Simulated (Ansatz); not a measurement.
FH₆NOSi₂, SMILES N[Si@@](O)(F)[SiH3].

Geometry optimised at PBE-D3(BJ)/def2-SVP. The structure was generated by enumeration; whether it is a known compound was not checked. One conformer was computed; it need not be the lowest.

Two levels are set side by side: PBE/def2-SVPD (Ansatz, a first-principles code) and PBE0/def2-SVPD (Ansatz). Energy differences of separate SCF runs at the same geometry; the states with an electron removed or added have multiplicity 2 and 2. Differences are taken from unrounded values.

```
quantity                            PBE0   PBE  PBE minus PBE0
---------------------------------  -----  ----  --------------
vertical ionisation energy (eV)    10.08  9.67           -0.41
vertical singlet–triplet gap (eV)   6.05  5.67           -0.38
```
